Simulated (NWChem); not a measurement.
Program: NWChem. System: H$_{2}$B, charge 0, spin multiplicity 2, at a geometry optimised with UPBE0/def2-SVP. The structure started from a generated list of species. Its SCF solution wasn't tested for a lower state. Level: UCAM-B3LYP/def2-TZVPD.

The NWChem input:

```
start mol
memory heap 200 mb stack 900 mb global 1100 mb
geometry units angstroms nocenter noautoz
  B      0.000000     0.000000     0.147828
  H      1.088215     0.000000    -0.369570
  H     -1.088215     0.000000    -0.369570
  symmetry group C2v
end
basis spherical
  * library def2-tzvpd
end
dft
  xc xcamb88 1.00 lyp 0.81 vwn_5 0.19 hfexch 1.00
  cam 0.33 cam_alpha 0.19 cam_beta 0.46
  odft
  mult 2
  direct
  iterations 100
end
task dft energy
```

Output (cleaned and shortened):

```
             Northwest Computational Chemistry Package (NWChem) 7.3.0
             --------------------------------------------------------

                                NWChem Input Module
                                -------------------

 Scaling coordinates for geometry "geometry" by  1.889725989
 (inverse scale =  0.529177249)

 Turning off AUTOSYM since
 SYMMETRY directive was detected!

                             Geometry "geometry" -> ""
                             -------------------------

 Output coordinates in angstroms (scale by  1.889725989 to convert to a.u.)

  No.       Tag          Charge          X              Y              Z
 ---- ---------------- ---------- -------------- -------------- --------------
    1 B                    5.0000     0.00000000     0.00000000     0.14782800
    2 H                    1.0000     1.08821500     0.00000000    -0.36957000
    3 H                    1.0000    -1.08821500     0.00000000    -0.36957000

 Effective nuclear repulsion energy (a.u.)       4.6348224837

            Nuclear Dipole moment (a.u.)
            ----------------------------
        X                 Y               Z
 ---------------- ---------------- ----------------
     0.0000000000     0.0000000000     0.0000000000

      Symmetry information
      --------------------

 Group name             C2v
 Group number             16
 Group order               4
 No. of unique centers     2

      Symmetry unique atoms

     1    2


 Summary of "ao basis" -> "" (spherical)
 ------------------------------------------------------------------------------
       Tag                 Description            Shells   Functions and Types
 ---------------- ------------------------------  ------  ---------------------
 *                         def2-tzvpd                 on all atoms

                                 NWChem DFT Module
                                 -----------------

 Summary of "ao basis" -> "ao basis" (spherical)
 ------------------------------------------------------------------------------
       Tag                 Description            Shells   Functions and Types
[...]
    15      0.593405  1 B  pz                 5     -0.468965  1 B  s
     6      0.445405  1 B  s                  9      0.290730  1 B  pz
    12      0.261398  1 B  pz                40      0.220509  2 H  s
    49      0.220509  3 H  s                  3      0.132712  1 B  s
    44     -0.128115  2 H  px                53      0.128115  3 H  px

 Vector    6  Occ=0.000000D+00  E= 3.158055D-02  Symmetry=a1
              MO Center=  1.2D-14, -2.7D-15, -5.0D-02, r^2= 1.3D+01
   Bfn.  Coefficient  Atom+Function         Bfn.  Coefficient  Atom+Function
  ----- ------------  ---------------      ----- ------------  ---------------
     5      3.011904  1 B  s                  6     -2.717592  1 B  s
    40     -0.611469  2 H  s                 49     -0.611469  3 H  s
     4      0.224472  1 B  s                  3      0.172081  1 B  s
    44      0.168796  2 H  px                53     -0.168796  3 H  px
    12     -0.103796  1 B  pz                46     -0.090280  2 H  pz

   alpha - beta orbital overlaps
   -----------------------------

   alpha      1      2      3      4      5      6      7      8      9     10
    beta      1      2      3      5      4      6      7      8     11      9
 overlap   1.000  0.996  1.000  0.950  0.998  0.986  0.996  0.996  0.950  0.994

   alpha     11     12     13     14     15     16     17     18     19     20
    beta     10     12     13     14     15     16     17     18     19     20
 overlap   1.000  0.995  0.982  0.995  0.972  0.987  0.992  0.996  1.000  0.991

   alpha     21     22     23     24     25     26     27     28     29     30
    beta     21     22     23     24     25     26     27     28     29     30
 overlap   0.999  0.997  0.993  0.997  0.987  0.999  1.000  0.985  0.998  1.000

   alpha     31     32     33     34     35     36     37     38     39     40
    beta     32     31     33     34     35     36     37     38     39     41
 overlap   0.994  1.000  0.996  1.000  1.000  0.999  0.999  0.996  0.996  0.996

   alpha     41     42     43     44     45     46     47     48     49     50
    beta     40     42     44     43     45     46     47     48     49     50
 overlap   0.963  0.954  0.995  0.999  0.997  0.994  0.996  1.000  1.000  0.999

   alpha     51     52     53     54     55
    beta     51     52     53     54     55
 overlap   0.998  1.000  0.999  1.000  1.000

     --------------------------
     Expectation value of S2:
     --------------------------
      <S2> =      0.7515 (Exact =     0.7500)

 center of mass
 --------------
 x =   0.00000000 y =   0.00000000 z =   0.12804627

 moments of inertia (a.u.)
 ------------------
           1.628718345441           0.000000000000           0.000000000000
           0.000000000000          10.152694189720           0.000000000000
           0.000000000000           0.000000000000           8.523975844279

     Multipole analysis of the density
     ---------------------------------

     L   x y z        total         alpha         beta         nuclear
     -   - - -        -----         -----         ----         -------
     0   0 0 0     -0.000000     -4.000000     -3.000000      7.000000

     1   1 0 0      0.000000      0.000000      0.000000      0.000000
     1   0 1 0     -0.000000     -0.000000     -0.000000      0.000000
     1   0 0 1     -0.189215     -0.615887      0.426671      0.000000

     2   2 0 0     -6.278156     -7.989781     -6.746169      8.457794
     2   1 1 0      0.000000      0.000000     -0.000000      0.000000
     2   1 0 1      0.000000      0.000000      0.000000      0.000000
     2   0 2 0     -5.058452     -3.149485     -1.908967      0.000000
     2   0 1 1      0.000000     -0.000000      0.000000      0.000000
     2   0 0 2     -7.119677     -6.204098     -2.281259      1.365681

 Task  times  cpu:        4.7s     wall:        4.7s

 Total times  cpu:        4.7s     wall:        4.7s
```
